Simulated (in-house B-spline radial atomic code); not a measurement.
Configurations of Ru4+, with energies counted from [Kr] 4d4. Computed with an all-electron radial atomic-structure program (B-spline basis): scalar-relativistic (X2C) Hartree-Fock, spin-polarised, averaged over the determinants with the given up and down occupations, Fermi nucleus of rms radius 4.4809 fm. Shells without spins written out take the highest spin.

Occupations are held fixed; configurations that lie above the ionisation limit could autoionise.

```csv
configuration,E - E(ref) (eV),highest orbital,its <r> (bohr)
"[Kr] 4d(2 up, 2 down)",4.4263,4d up,1.371
[Kr] 4d3 5p1,22.876,5p up,2.675
[Ar] 3d10 4s2 4p5 4d4 5p1,63.987,5p up,2.647
"[Ar] 3d10 4s2 4p(3 up, 2 down) 4d(0 up, 4 down) 5s(0 up, 1 down)",65.844,5s down,2.338
[Ar] 3d9 4s2 4p6 4d4 5s1,299.58,5s up,2.309
[Ar] 3d9 4s2 4p6 4d4 4f1,320.92,4f up,2.584
[Ar] 3d9 4s2 4p6 4d4 5f1,329.89,5f up,5.102
```

Problem. Order these further configurations by energy, lowest first.
A. [Ar] 3d10 4s2 4p(2 up, 3 down) 4d(4 up, 1 down)
B. [Kr] 4d3 5f1
C. [Kr] 4d(1 up, 3 down)
D. [Ar] 3d10 4s2 4p(2 up, 3 down) 4d(2 up, 2 down) 5f(1 up, 0 down)
E. [Kr] 4d3 5s1

Solution. C (3.3186 eV), E (14.85 eV), B (44.594 eV), A (53.354 eV), D (95.926 eV).

Problem. How far above the reference does [Kr] 4d3 4f1 lie?

Solution. 35.901 eV; its least bound orbital is 4f up with <r> = 2.747 bohr.

Problem. How far above the reference does [Ar] 3d10 4s2 4p5 4d4 5s1 lie?

Solution. 55.814 eV; its least bound orbital is 5s up with <r> = 2.329 bohr.
